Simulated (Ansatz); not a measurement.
The cluster Mg₇O₈, relaxed as a singlet with RKS r2SCAN-D4/def2-SVP in Ansatz, starting from the GFN1-xTB geometry. Force threshold 0.03 eV/Å.

The structure holds one bond between oxygen atoms, so isomers without such links may lie far lower. Another isomer (singlet) lies 0.75 eV lower at PBE0-D4/def2-TZVP; other spin states weren't run for this one.

Start:

```xyz
15

Mg   -0.795   -0.962    2.247
Mg   -0.426   -0.868   -1.187
Mg   -0.490   -1.335   -4.254
Mg    0.840    1.702    2.957
Mg    0.720    1.185    0.110
Mg   -0.892   -0.848    4.856
Mg    0.825    0.925   -3.359
O    -0.012    1.206   -1.706
O     1.272    0.402   -1.608
O     1.305    2.288    1.382
O     0.415    0.098   -4.847
O    -0.044    0.391    3.801
O    -1.527   -1.952    3.622
O    -0.888   -1.821   -2.615
O    -0.302   -0.410    0.603
```

Question: Estimate the energy that the relaxation releases and the steps that it takes.

Answer: 64.2 kJ/mol, in 7 steps; 71 s on 4 threads of Arm Neoverse V1 on a shared host. No frequencies were taken in this run, so the end may be a saddle point.

Question: Does the start keep its bonding?

Answer: By distances, no bond broke or formed. The bond that changes most is Mg5–O8, from 1.96 to 2.07 Å (atoms count from 1).

Question: Predict the relaxed structure.

Answer: 
```xyz
15

Mg   -0.745   -0.904    2.329
Mg   -0.419   -0.826   -1.211
Mg   -0.557   -1.457   -4.380
Mg    0.837    1.743    3.120
Mg    0.777    1.279    0.153
Mg   -0.965   -0.944    4.926
Mg    0.831    0.896   -3.517
O    -0.007    1.268   -1.761
O     1.329    0.439   -1.655
O     1.364    2.396    1.519
O     0.388   -0.017   -5.037
O    -0.079    0.365    3.931
O    -1.558   -2.057    3.611
O    -0.945   -1.860   -2.651
O    -0.254   -0.324    0.624
```
Bond lengths (bridged metal pairs left out): 20 × Mg–O 1.81 to 2.20 Å; 1 × O–O 1.58 Å.
